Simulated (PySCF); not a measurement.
C4H5FO2, SMILES C[C@@H]1OC(=CO1)F. Heavy atoms are numbered as in [CH3:1][C@H:2]1[O:3][CH:4]=[C:5]([F:6])[O:7]1. Hydrogens are named by the atom that carries them.

The structure is a stationary point at PBE-D3(BJ)/def2-SVP. The structure was generated by enumeration; whether it is a known compound was not checked. One conformer was computed; it need not be the lowest.

Level of theory: HF/pcSseg-1 (PySCF).

GIAO shieldings, no solvent; atoms alike by connectivity are averaged. δ = σ(ref) − σ: ¹³C against TMS (σ = 192.6 ppm); ¹⁷O against H2O (σ = 333.0 ppm); ¹⁹F against CFCl3 (σ = 238.5 ppm); ¹H against TMS (σ = 31.99 ppm), references at their B3LYP-D3(BJ)/def2-TZVP geometries, non-relativistic.

| nucleus | atoms | count | δ (ppm) |
|---|---|---|---|
| ¹³C | C5 | 1 | 166.3 |
| ¹³C | C4 (CH) | 1 | 109.6 |
| ¹³C | C2 (CH) | 1 | 99.6 |
| ¹³C | C1 (CH3) | 1 | 23.9 |
| ¹⁷O | O7 | 1 | 107.1 |
| ¹⁷O | O3 | 1 | 48.2 |
| ¹⁹F | F6 | 1 | -123.1 |
| ¹H | H on C4 | 1 | 6.79 |
| ¹H | H on C2 | 1 | 5.99 |
| ¹H | H on C1 | 3 | 2.02 |
